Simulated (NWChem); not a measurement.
## Total energies of CHCl2

```xyz
4

Cl     0.1691    -0.0239     1.4703
C     -0.6687     0.1485     0.0000
Cl     0.1691    -0.0239    -1.4703
H     -1.7364    -0.0785     0.0000
```
Charge 0, spin multiplicity 2.

All runs are NWChem calculations. All single points use one geometry, from UPBE0/def2-SVP, a minimum by its harmonic frequencies.

Basis set: STO-3G (24 functions).

```
method        total energy (Ha)
------------  -----------------
UHF                  -947.07443
UMP2                 -947.12931
UB2PLYP              -948.13518
UPBE                 -948.06984
UB3LYP               -948.51338
ULDA (SVWN5)         -945.10884
```

Total energies of different functionals aren't comparable as a measure of quality: only differences taken within one method are. 

The correlated methods keep 11 core orbitals frozen. B3LYP has NWChem's definition, with VWN1-RPA local correlation. The structure started from a generated list of species. The unpaired electrons of the parent sit in orbitals of symmetry a' (Cs labels of the run); other states weren't searched. No SCF solution was tested for a lower state. Open-shell Hartree-Fock references start from PBE0 orbitals.
